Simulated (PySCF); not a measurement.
## `InChI=1S/C6H8N2/c7-5-1-2-6(8)4-3-5/h1-4H,7-8H2`

Cartesian coordinates in Å; atom numbers follow the order of the lines, from 1:
```xyz
16

N    -2.762    0.340   -0.028
C    -1.383    0.146   -0.006
C    -0.625    0.424    1.141
C     0.759    0.284    1.146
C     1.454   -0.142    0.006
N     2.844   -0.228   -0.006
C     0.696   -0.421   -1.140
C    -0.687   -0.281   -1.146
H    -3.255   -0.210   -0.720
H    -3.212    0.282    0.877
H    -1.131    0.761    2.050
H     1.315    0.513    2.060
H     3.266   -0.375    0.903
H     3.222   -0.867   -0.694
H     1.203   -0.754   -2.051
H    -1.243   -0.506   -2.061
```

The calculation used quadratic response CAM-B3LYP/aug-cc-pVDZ first hyperpolarisability, Taylor convention, gas phase in PySCF. Geometry: PBE0-D3(BJ)/def2-SVP.

(1) What is the first hyperpolarisability, and how does it disperse?

(2) Which lowest excitations, dipole and polarisabilities go with it?

Results:

(1) In 10⁻³⁰ esu, Taylor convention; the vector part is βᵢ = ⅓ Σⱼ (βᵢⱼⱼ + βⱼᵢⱼ + βⱼⱼᵢ); β∥ is 3/5 of the vector part along the dipole, the dipole points from − to +:
```csv
process,λ (nm),β vector norm,β∥,β HRS,depolarisation ratio
"static β(0;0,0)",∞,0.21,-0.13,0.08,5.53
"second harmonic β(−2ω;ω,ω)",1907,0.24,-0.15,0.10,6.20
"Pockels β(−ω;ω,0)",1907,0.22,-0.13,–,–
"second harmonic β(−2ω;ω,ω)",1064,0.35,-0.21,0.14,7.53
"Pockels β(−ω;ω,0)",1064,0.25,-0.15,–,–
```

(2) S1 4.22 eV (f = 0.049); S2 4.30 eV (f = 0.005); S3 4.46 eV (f = 0.005); dipole 2.02 D; isotropic α 92.4 au static, 92.8 au at 1907 nm, 93.9 au at 1064 nm, 94.2 au at 953.5 nm, 99.0 au at 532 nm.
